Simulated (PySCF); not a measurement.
## Distorted geometries of [Tl(SH)2]+

[Tl(SH)2]+ (singlet). PySCF 2.14.0, RKS TPSS, Tl def2-SVP with ECP60, S def2-SVP, H def2-SVP; non-relativistic Hamiltonian with scalar-relativistic core potentials where named; density fitting; no spin-orbit coupling. Relaxed geometry:

```xyz
5

Tl   -0.2449    0.0000    0.0000
S    -0.3005    0.0764    2.4140
H     0.6645    1.0411    2.4512
S    -0.3005   -0.0764   -2.4140
H     0.6645   -1.0411   -2.4512
```

Q: Order these distorted geometries by energy above the relaxed one, lowest first.
A.
```xyz
5

Tl   -0.2709    0.0279   -0.0523
S    -0.3712    0.1189    2.4288
H     0.8213    1.1266    2.4851
S    -0.4161   -0.2423   -2.4881
H     0.7201   -1.0311   -2.3735
```
B.
```xyz
5

Tl   -0.2158   -0.0023   -0.0247
S    -0.2953    0.0745    2.4499
H     0.6788    1.0521    2.4511
S    -0.3180   -0.0779   -2.4388
H     0.6334   -1.0464   -2.4375
```
C.
```xyz
5

Tl   -0.5366   -0.0829   -0.2337
S    -0.2687    0.1060    2.3586
H     0.5663    1.0615    2.5306
S    -0.2217   -0.0299   -2.4993
H     0.9440   -1.0547   -2.1562
```

A: B (0.03 eV), A (0.41 eV), C (1.05 eV).

Q: Which forces (eV/Å) act in the one that lies 0.41 eV up?

A: 
```
Tl  -0.24  0.00  0.36
S    2.34  1.91 -0.52
H   -2.27 -1.90 -0.10
S    0.60 -0.27  0.53
H   -0.44  0.25 -0.27
```
Forces carry noise of the integration grid, about 0.01 to 0.03 eV/Å.

No frequency check is given that shows the relaxed geometry to be a minimum.
